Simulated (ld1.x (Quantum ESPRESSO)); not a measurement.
**Varying the TM potential for aluminium**

Base potential:

ld1.x (Quantum ESPRESSO) 7.5 input, shortened:

```
&input
   title='Al', zed=13., rel=1, dft='REVPBE', iswitch=3,
   config='[Ne] 3s2 3p1 3d-2'
 /
 &inputp
   pseudotype=2, tm=.true., lloc=0,
   nlcc=.true., new_core_ps=.true., rcore=1.35
 /
3
3P  2  1   1.00   0.00  2.20  2.20  0.0
3D  3  2  -2.00   0.45  2.40  2.40  0.0
3S  1  0   2.00   0.00  1.65  1.65  0.0
 &test
   configts(1)='3s2 3p1'
 /
```

All-electron outer shells of the reference configuration (revPBE, scalar-relativistic, ld1.x):

```
shell  level (eV)  outermost node (bohr)  outermost maximum (bohr)
   2s     -108.28                   0.16                      0.50
   2p      -69.62                      –                      0.43
   3s       -7.72                   0.80                      2.11
   3p       -2.70                   0.82                      2.64
```

Cutoffs, loose and tight: the cutoffs (Ry, on a coarse ladder) from which the occupation-weighted sum of valence levels, in a spherical-Bessel basis at the reference potential, stays within 10 and 1 mRy of its value at 400 Ry. They do not see the model core or the augmentation charge, which bear on the density cutoff. Test errors are all-electron minus pseudo excitation energies from the reference, over the configurations 3s2 3p0; 3s1 3p0; 3s2 3p0.5; 3s1 3p1; 3s1 3p2; 3s0 3p3; 3s2 3p1.3. A dash means not determined; rows that change the core or the reference have their own tests.

```csv
change,outcome,"cutoff, loose","cutoff, tight",bound ghosts,largest test error (meV)
base,generated,10 Ry,30 Ry,none,+13
wave 3p (bound): rc 2.20 bohr becomes 3p (bound): rc 1.80 bohr,generated,10 Ry,30 Ry,none,+11
wave 3p (bound): rc 2.20 bohr becomes 3p (bound): rc 2.10 bohr,generated,10 Ry,30 Ry,none,+12
wave 3p (bound): rc 2.20 bohr becomes 3p (bound): rc 2.54 bohr,generated,10 Ry,30 Ry,none,+13
wave 3p (bound): rc 2.20 bohr becomes 3p (bound): rc 2.78 bohr,generated,10 Ry,30 Ry,none,+12
```

(1) What comes out with this change to the base: wave 3p (bound): rc 2.20 bohr becomes 3p (bound): rc 1.48 bohr?

(2) What comes out with this change to the base: wave 3p (bound): rc 2.20 bohr becomes 3p (bound): rc 3.20 bohr?

Results:

(1) outcome: generated; cutoff, loose: 35 Ry; cutoff, tight: 60 Ry; bound ghosts: none; largest test error (meV): +12.

(2) outcome: generated; cutoff, loose: 10 Ry; cutoff, tight: 30 Ry; bound ghosts: none; largest test error (meV): +7.9.

Reading the sweep of the p radius (base included, trends over the rows without a ghost): The loose cutoff falls from 35 Ry at 1.48 to 10 Ry at 3.2 bohr. A larger radius leaves more room for a smooth pseudo-wave, so fewer plane waves are needed; a smaller one forces it to follow the all-electron wave where it bends sharply. The median size of the test errors (rows with all tests solved) is not monotonic: lowest 0.9 meV at 3.2 bohr, highest 2.0 meV at 1.48 bohr.
